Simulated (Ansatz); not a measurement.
`C[S][Ga]([CH3])[F]` at its PBE0-D4/def2-TZVP geometry, where that method's forces vanish. The species carries charge 0 and has multiplicity 1.

```csv
atom,x (Å),y (Å),z (Å)
C1,-0.045,0.002,2.031
S2,1.035,-1.232,1.239
Ga3,0.691,-0.776,-0.870
C4,-0.465,0.578,-1.667
F5,1.622,-1.821,-1.937
H6,0.279,1.019,1.814
H7,-1.086,-0.125,1.737
H8,0.033,-0.164,3.105
H9,-1.503,0.409,-1.374
H10,-0.388,0.536,-2.753
H11,-0.175,1.573,-1.325
```

**Question.** For each bond, give half the difference of the two atoms' forces along it (eV/Å; positive pushes the atoms apart) under PBE-D4, r2SCAN-D4, B3LYP-D4, ωB97M-V in def2-TZVPP. (Estimate.)

**Answer.** Ansatz gave: 
```csv
bond,length (Å),PBE-D4,r2SCAN-D4,B3LYP-D4,ωB97M-V
C1–S2,1.822,0.16,0.20,0.30,0.15
C1–H6,1.089,0.09,-0.05,-0.09,-0.07
C1–H7,1.089,0.09,-0.05,-0.09,-0.07
C1–H8,1.090,0.11,-0.04,-0.10,-0.08
S2–Ga3,2.185,0.05,-0.03,0.06,-0.05
Ga3–C4,1.950,-0.09,-0.01,0.09,-0.02
Ga3–F5,1.760,0.45,0.01,0.20,0.10
C4–H9,1.092,0.10,-0.01,-0.07,-0.04
C4–H10,1.090,0.09,-0.02,-0.08,-0.05
C4–H11,1.092,0.10,-0.01,-0.07,-0.04
```

B3LYP here is the variant with VWN-RPA as its local correlation; programs differ in this.
